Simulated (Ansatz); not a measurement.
Species: N-[chloro(dimethylamino)boranyl]-N-methylmethanamine, C$_{4}$H$_{12}$BClN$_{2}$ (charge 0, singlet). 
Coordinates optimised at B3LYP-D3(BJ)/def2-TZVP (Ansatz, a first-principles code):
SMILES: CN(B(Cl)N(C)C)C
```xyz
20

C      1.5048    -1.3543    -1.1900
N      1.2736    -0.2504    -0.2754
C      2.5059     0.3978     0.1351
B     -0.0212     0.2120     0.0594
Cl    -0.1950     1.9546     0.5481
N     -1.1903    -0.5850     0.0411
C     -2.5399    -0.0567    -0.0395
C     -1.1678    -2.0228     0.2430
H      1.9668    -2.2164    -0.6936
H      2.1824    -1.0349    -1.9894
H      0.5752    -1.6756    -1.6512
H      2.3026     1.1916     0.8469
H      3.1787    -0.3276     0.6060
H      3.0312     0.8299    -0.7247
H     -3.0906    -0.2342     0.8917
H     -3.0917    -0.5448    -0.8506
H     -2.5224     1.0118    -0.2291
H     -0.1726    -2.3590     0.5199
H     -1.4888    -2.5736    -0.6494
H     -1.8505    -2.2914     1.0567
```

Computed values are from Ansatz. Correlated levels leave the core frozen unless marked. UHF or UKS for open shells. No spin-orbit coupling. Non-relativistic. CBS marks a two-point X^-3 extrapolation of the correlation energy; Hartree-Fock from the larger set. The bracket is a focal-point correction in the basis named.

```yaml
atomisation energy De: 1863.1 kcal/mol at RI-MP2/CBS(cc-pV(T+d)Z,cc-pV(Q+d)Z)+[CCSD(T)-MP2]/cc-pV(T+d)Z
total_energy: -753.5073 Eh at RI-MP2/CBS(cc-pV(T+d)Z,cc-pV(Q+d)Z)+[CCSD(T)-MP2]/cc-pV(T+d)Z
dipole_moment: 2.63 D at CCSD(T)/aug-cc-pV(D+d)Z
T1 diagnostic: 0.011 at CCSD/cc-pV(T+d)Z
```
